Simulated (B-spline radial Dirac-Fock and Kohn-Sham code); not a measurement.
Cross section and asymmetry of the 6s subshell of Sm

System: atomic samarium, 1s2 2s2 2p6 3s2 3p6 3d10 4s2 4p6 4d10 4f6 5s2 5p6 6s2. The computed 6s threshold is 4.68 eV; without correlation, outer thresholds are uncertain by 1 to 2 eV. With an open shell the threshold is an average over the terms of the final ion.

Model: Dirac-Hartree-Slater photoionisation with all multipoles and Dirac-Fock thresholds. Program: a radial finite-basis atomic code. Interchannel coupling and autoionising resonances are not included, so magnitudes near threshold are approximate.

| kinetic energy (eV) | σ (Mb) | β |
| --- | --- | --- |
| 1.5 | 5.78 | 1.93 |
| 2.3 | 3.81 | 1.91 |
| 3.7 | 2.01 | 1.86 |
| 5.7 | 0.733 | 1.73 |
| 9.0 | 0.139 | 1.11 |
| 14.0 | 0.0250 | -0.76 |
| 21.9 | 0.0594 | 1.43 |
| 34.2 | 0.0609 | 1.75 |
| 53.5 | 0.0352 | 1.83 |
| 83.7 | 0.0175 | 1.84 |
| 130.9 | 0.0124 | 1.90 |
| 204.6 | 0.00740 | 1.93 |
| 319.9 | 0.00384 | 1.94 |

The cross section has a minimum of 0.025 Mb near 14 eV kinetic energy, a Cooper minimum, where a dipole matrix element changes sign; it needs a radial node in the bound orbital. It is largest at the lowest energy, 5.78 Mb. β ranges from -0.76 (at 14.0 eV) to 1.95.
